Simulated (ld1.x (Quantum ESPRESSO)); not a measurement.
# Varying the TM potential for carbon (C)

Base potential:

```
Element                 : C (Z = 6)
Generator               : ld1.x (Quantum ESPRESSO) 7.5
Type                    : norm-conserving Troullier–Martins (Kleinman–Bylander form)
Functional              : PBE
Relativity              : scalar-relativistic
Frozen core             : [He]
Valence charge          : 4
Reference configuration : 2s2 2p2
Partial waves           : 2s (bound): rc 1.25 bohr; 2p (bound): rc 2.00 bohr
Local potential         : all-electron potential smoothed inside 1.60 bohr (lloc = -1)
Core correction         : none
```

All-electron outer shells of the reference configuration (PBE, scalar-relativistic, ld1.x):

```json
{"shell": "1s", "level (eV)": "-273.38", "outermost node (bohr)": "–", "outermost maximum (bohr)": "0.17"}
{"shell": "2s", "level (eV)": "-13.75", "outermost node (bohr)": "0.38", "outermost maximum (bohr)": "1.22"}
{"shell": "2p", "level (eV)": "-5.29", "outermost node (bohr)": "–", "outermost maximum (bohr)": "1.20"}
```

Cutoffs, loose and tight: the cutoffs (Ry, on a coarse ladder) from which the occupation-weighted sum of valence levels, in a spherical-Bessel basis at the reference potential, stays within 10 and 1 mRy of its value at 400 Ry. They do not see the model core or the augmentation charge, which bear on the density cutoff. Test errors are all-electron minus pseudo excitation energies from the reference, over the configurations 2s2 2p1; 2s2 2p0; 2s1 2p0; 2s0 2p4; 2s1 2p3; 2s1 2p2; 2s2 2p1.5. A dash means not determined; rows that change the core or the reference have their own tests. The largest error is taken over the tests solved by every variant that gives reliable tests at all: 2s0 2p4; 2s1 2p3; 2s2 2p1.5.

A true bound ghost makes a file unfit for plane-wave use even where its test errors are small: the radial tests pick states by their node count and pass the ghost by. Where a test does run into it, the solver fails or the error is huge.

| change | outcome | cutoff, loose | cutoff, tight | bound ghosts | largest test error (meV) |
| --- | --- | --- | --- | --- | --- |
| base | generated | 35 Ry | 80 Ry | none | +9.6 |
| all radii scaled by about 0.76 (s 0.94, p 1.52 bohr); local potential all-electron potential smoothed inside 1.22 bohr (lloc = -1) | generated | 45 Ry | 100 Ry | none | +22 |
| all radii scaled by about 0.82 (s 1.02, p 1.64 bohr); local potential all-electron potential smoothed inside 1.32 bohr (lloc = -1) | generated | 40 Ry | 90 Ry | none | +15 |
| all radii scaled by about 0.90 (s 1.12, p 1.80 bohr); local potential all-electron potential smoothed inside 1.44 bohr (lloc = -1) | generated | 35 Ry | 90 Ry | none | +8.8 |
| all radii scaled by about 1.04 (s 1.30, p 2.08 bohr); local potential all-electron potential smoothed inside 1.68 bohr (lloc = -1) | generated | 30 Ry | 80 Ry | none | +6.8 |
| all radii scaled by about 1.10 (s 1.38, p 2.20 bohr); local potential all-electron potential smoothed inside 1.76 bohr (lloc = -1) | generated | 30 Ry | 70 Ry | none | +13 |
| all radii scaled by about 1.18 (s 1.48, p 2.36 bohr); local potential all-electron potential smoothed inside 1.88 bohr (lloc = -1) | generated | 25 Ry | 60 Ry | none | +7.1 |
| all radii scaled by about 1.25 (s 1.56, p 2.50 bohr); local potential all-electron potential smoothed inside 2.00 bohr (lloc = -1) | generated | 25 Ry | 55 Ry | none | +8.0 |
| all radii scaled by about 1.30 (s 1.62, p 2.60 bohr); local potential all-electron potential smoothed inside 2.08 bohr (lloc = -1) | generated | 21 Ry | 50 Ry | none | +9.2 |
| all radii scaled by about 1.40 (s 1.74, p 2.80 bohr); local potential all-electron potential smoothed inside 2.24 bohr (lloc = -1) | generated | 18 Ry | 30 Ry | s | +134 |

Reading the sweep of the scale of all radii (base = 1) (base included, trends over the rows without a ghost): The loose cutoff falls from 45 Ry at 0.76 to 21 Ry at 1.3. A larger radius leaves more room for a smooth pseudo-wave, so fewer plane waves are needed; a smaller one forces it to follow the all-electron wave where it bends sharply. The median size of the test errors (rows with all tests solved) rises from 13.3 meV at 0.76 to 68.7 meV at 1.3. More of the atom is replaced by a form fitted at one configuration, so other configurations suffer as the radius grows. Bound ghosts are found at 1.4.
